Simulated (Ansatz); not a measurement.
C₂H₁₀AlNSi, SMILES `[CH3][AlH][NH]C[SiH3]`. Total charge 0; spin multiplicity 1.

Z-matrix (Å, degrees):
```
C
Al 1 1.949
H 1 1.095 2 111.0
H 1 1.093 2 112.6 3 -120.7
H 1 1.095 2 111.1 3 118.3
N 2 1.776 1 119.6 3 119.7
H 2 1.588 1 125.0 3 -60.1
C 6 1.455 2 128.2 1 -177.7
H 6 1.010 2 120.0 1 -0.8
Si 8 1.887 6 111.2 2 115.2
H 8 1.095 6 109.2 2 -4.2
H 8 1.099 6 112.1 2 -120.9
H 10 1.490 8 108.9 6 55.1
H 10 1.491 8 112.2 6 175.3
H 10 1.488 8 109.7 6 -63.3
```

**Question.** What are the harmonic wavenumbers in cm⁻¹ at PBE0-D4/def2-TZVP (Ansatz, finite differences of forces, unscaled)? (Best estimate.)

**Answer.** Ansatz gave: 52, 67, 81, 115, 174, 230, 268, 427, 500, 538, 563, 590, 661, 667, 712, 750, 785, 859, 922, 939, 946, 1135, 1173, 1222, 1263, 1403, 1441, 1444, 1457, 1918, 2204, 2210, 2222, 3004, 3038, 3071, 3112, 3127, 3589.

**Question.** Is this a minimum?

**Answer.** Yes, all 39 modes are real.

**Question.** Give the ideal-gas thermochemistry at 298.15 K and 1 bar (rigid rotor, harmonic oscillator; point group C1, symmetry number 1).

**Answer.** Zero-point energy 292.3 kJ/mol; H(298) − E = 319.5 kJ/mol; entropy 397.4 J/(mol·K), of which translation 166.7, rotation 116.7, vibration 114.0; G(298) − E = 201.1 kJ/mol. Modes under 100 cm⁻¹ are hindered rotations or soft bends, so the harmonic entropy is rough.

**Question.** And at 400, 500, 600, 800 and 1000 K?

**Answer.** 
```json
{"T (K)": "400", "H − E (kJ/mol)": "335.8", "S (J/mol/K)": "444.2", "G − E (kJ/mol)": "158.2"}
{"T (K)": "500", "H − E (kJ/mol)": "354.6", "S (J/mol/K)": "486.0", "G − E (kJ/mol)": "111.6"}
{"T (K)": "600", "H − E (kJ/mol)": "375.6", "S (J/mol/K)": "524.3", "G − E (kJ/mol)": "61.1"}
{"T (K)": "800", "H − E (kJ/mol)": "423.0", "S (J/mol/K)": "592.2", "G − E (kJ/mol)": "-50.7"}
{"T (K)": "1000", "H − E (kJ/mol)": "475.8", "S (J/mol/K)": "651.0", "G − E (kJ/mol)": "-175.2"}
```

**Question.** Rotational constants (cm⁻¹)?

**Answer.** 0.2947, 0.03554, 0.03436.
